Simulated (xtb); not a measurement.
CHCl, SMILES [CH]Cl (connectivity only; charge and spin as stated), neutral, multiplicity 1. All values are semi-empirical tight-binding results from xtb (GFN2-xTB unless named), good for trends rather than for accurate numbers. Geometry optimised at GFN2-xTB. The isomer is the one that the SMILES or the coordinates give; other isomers of the formula were not compared.

Optimised geometry:

```xyz
3

C     -0.1779    -1.1331     0.0000
Cl     0.0141     0.4944     0.0000
H      0.8274    -1.6054     0.0000
```

Computed properties:
| Item | Value |
|---|---|
| point group as xtb finds it | Cs |
| orbital gap | 1.27 eV |
| dipole moment | 1.71 D |
| zero-point energy | 6.9 kcal/mol |
| G − E(el) at 298.15 K (modified RRHO) | -7.3 kcal/mol |
| static polarisability (D4 model) | 26.9 bohr³ |
| solvation energy, GFN2-xTB/ALPB(water) | -0.1 kcal/mol |
| solvation energy, GFN2-xTB/ALPB(octanol) | -1.7 kcal/mol |

Computed atomic charges and the Wiberg bond orders between heavy atoms:
charges (e) C1 -0.09, Cl2 0.03, H3 0.06. Bond orders C1–Cl2 1.56.
